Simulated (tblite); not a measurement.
A tight-binding relaxation on `C=C([Se]C)[Si@H](C)[SiH2]N`.

Computed with GFN2-xTB geometry optimisation, gas phase (tblite 0.8.0). Start geometry: from a force field or distance geometry. The input is one job of a driver script: a line of settings, then coordinates in Å.

Command:
```bash
OMP_NUM_THREADS=1 python probes_run.py task.json out
```

Input:
```
{"job": {"kind": "relax", "xc": "GFN2-xTB", "basis": "xTB"}, "charge": 0, "multiplicity": 1}
C     -1.124300     1.403900     0.351000
C     -0.933600     0.093400     0.193200
Se    -2.367000    -1.061400     0.715700
C     -4.012000    -0.187700     0.040900
Si     0.670700    -0.549600    -0.452100
C      1.024800    -2.298100     0.060200
Si     2.211600     0.900900     0.265800
N      3.776900     0.758800    -0.574700
H     -2.030600     1.828500     0.730100
H     -0.327100     2.070600     0.072500
H     -3.773300     0.871400    -0.158900
H     -4.269900    -0.693400    -0.906500
H     -4.832200    -0.235500     0.805700
H      0.621100    -0.513600    -1.942500
H      0.120200    -2.891600    -0.163300
H      1.204300    -2.383700     1.174000
H      1.859500    -2.767000    -0.492100
H      1.706500     2.250300    -0.002500
H      2.339400     0.779200     1.738900
H      4.458500     1.319200     0.009500
H      3.667800     1.322500    -1.465600
```

**Question.** Estimate the output.

**Answer.** 
```
step      E/eV     max force
  0    -671.24078    2.159
  1    -671.47810    1.068
  2    -671.55803    0.838
  3    -671.59923    0.626
  4    -671.65730    0.567
  5    -671.69494    0.478
  6    -671.72300    0.492
  7    -671.75038    0.394
  8    -671.77020    0.327
  9    -671.78419    0.263
... (92 lines left out)
102    -672.06180    0.021
103    -672.06187    0.020
104    -672.06191    0.016
105    -672.06195    0.015
106    -672.06200    0.017
107    -672.06206    0.019
108    -672.06212    0.019
109    -672.06217    0.015
110    -672.06220    0.010
111    -672.06222    0.010
```

«max force» is the largest atomic force in eV/Å.

**Question.** From which step on does the largest force stay under 0.1 eV/Å, and how much energy is left to gain from there?

**Answer.** From step 73 (0.052 eV/Å), 11.3 meV above the end.

Summary of the converged run: energy lowered by 18.9 kcal/mol over 111 steps; largest atomic force 0.010 eV/Å at the end.

**Question.** Where do the atoms end?

**Answer.** 0.494 Å rms from the input after alignment:
```
atom  x, y, z in Å
C1    -1.3449    1.3557    0.4820
C2    -1.0225    0.1720   -0.0219
Se3   -2.3301   -1.1867   -0.3662
C4    -4.0081   -0.2547   -0.0291
Si5    0.7421   -0.3519   -0.5149
C6     0.9675   -2.1374    0.1099
Si7    2.3218    1.0963    0.3460
N8     3.7741    0.6766   -0.4848
H9    -2.3505    1.6479    0.7418
H10   -0.5842    2.0989    0.6592
H11   -4.0647    0.6265   -0.6635
H12   -4.8038   -0.9498   -0.2845
H13   -4.0794    0.0168    1.0218
H14    0.6998   -0.4161   -1.9966
H15    0.1689   -2.7780   -0.2601
H16    0.9409   -2.1780    1.1960
H17    1.9149   -2.5584   -0.2124
H18    1.9805    2.5288    0.2148
H19    2.6766    0.9127    1.7578
H20    4.6383    1.1144   -0.2087
H21    3.7537    0.5813   -1.4869
```

Hardware: an Intel Xeon at 2.50 GHz with one thread, shared host. Cost: 6.3 s wall, 4.2 s CPU.
Labels such as C1 count atoms from 1, the log's own numbers from 0.
